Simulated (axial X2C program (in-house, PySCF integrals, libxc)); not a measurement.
**Potential curves of KSb, without spin–orbit coupling**

Computed with an axial X2C code built on PySCF integrals. Spin-free means the one-electron spin-free X2C Hamiltonian. Basis: Sb dyall-v3z [11s12p8d1f], K dyall-v3z [11s12p4d2f] (cores contracted in-house); Gaussian nuclei, density fitting, unrestricted open shells. Masses: Sb 120.904 u, K 38.964 u.

State: M_S = 1, Λ = 0 (beyond evenly filled blocks: π+α, π-α). Energies in eV from the fragments at the same level (Sb + K). Fits are polynomials in 1 − R0/R over 0.85 to 1.23 times the lowest point R0.

```
 R (Å)      PBE     PBE0
2.8858  -0.9677  -0.8994
3.0185  -1.1574  -1.0909
3.1180  -1.2401  -1.1728
3.2175  -1.2851  -1.2155
3.3170  -1.3005  -1.2274
3.4331  -1.2912  -1.2129
3.5492  -1.2597  -1.1754
3.6985  -1.1983  -1.1052
3.8809  -1.1035  -0.9993
4.1463  -0.9513  -0.8323
```

Occupations by symmetry block were frozen at the best pattern of an incomplete PBE0 search. Dissociation energies refer to the lowest single-determinant-based atoms at the same level and basis. Other states lie close and PBE0, whose exact exchange favours high spin, may order them wrongly; the determinant shown need not be the ground state. The nearest other spin-free determinant of the search, M_S = 0, Λ = 2, lies 0.78 eV up at the distance of the search.

**Question.** What are Re, ωe and De at the PBE level?

**Answer.** At PBE, spin-free: Re = 3.333 Å, ωe ≈ 141 cm⁻¹, De = 1.30 eV to Sb + K; Be follows as 0.0515 cm⁻¹.

**Question.** Fit the PBE0 curve near its minimum: give the equilibrium distance, the harmonic wavenumber and the well depth.

**Answer.** At PBE0, spin-free: Re = 3.315 Å, ωe ≈ 147 cm⁻¹, De = 1.23 eV to Sb + K; Be follows as 0.0521 cm⁻¹.
